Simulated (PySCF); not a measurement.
**NdC: from constants to spectrum**

PBE0 constants of NdC, quintet, about 3.3 electrons in the 4f shell (Mulliken), real f orbitals that mix terms (PySCF, spin-free X2C with a Gaussian nucleus, basis sets Nd x2c-SVPall, C x2c-SVPall; masses 141.9077 and 12.0000 u):

```
ωe                     : 819.7 cm⁻¹
ωexe                   : 2.58 cm⁻¹
Be                     : 0.44399 cm⁻¹
αe                     : 0.00202 cm⁻¹
D (centrifugal)        : 5.21e-07 cm⁻¹
De to Nd (4f4 6s2) + C : 3.26 eV
```

Task: Give the vibrational terms G(v) and spacings up to v = 3.

Result: G(v) = ωe(v+½) − ωexe(v+½)².

| v | G(v) (cm⁻¹) | G(v) − G(v−1) | Bv (cm⁻¹) |
| --- | --- | --- | --- |
| 0 | 409 |  | 0.4430 |
| 1 | 1224 | 815 | 0.4410 |
| 2 | 2033 | 809 | 0.4389 |
| 3 | 2837 | 804 | 0.4369 |

Spin–orbit coupling is left out, which matters for elements this heavy, above all for dissociation energies. With d or f electrons several states lie close, and the lowest PBE0 determinant need not be the measured ground state.
